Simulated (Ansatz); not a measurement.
A structure relaxed at PBE-D4/def2-SVP in Ansatz, charge 1, doublet:

Cartesian coordinates in Å:
```
Ru -0.1455 1.4599 0.3758
Ru 1.1753 -0.7753 -0.5347
Ru -0.0629 -0.7145 1.3242
Ru -0.9669 0.0299 -1.1653
```

Question: Give its formula and point group.

Answer: the cluster Ru₄⁺. Point group D2 (tolerance 0.1 Å).

Question: Summarise the bond lengths by kind (pairs closer than 1.2 times the sum of covalent radii, bridged metal pairs left out).

Answer: 6 × Ru–Ru 2.23 to 2.75 Å.

In the def2 sets Ru takes a core potential; there is no spin–orbit coupling. The charge 1 doublet is spin-contaminated (final ⟨S²⟩ up to 2.52, 0.75 for a pure state). The structure comes from a short search, and lower isomers may exist.
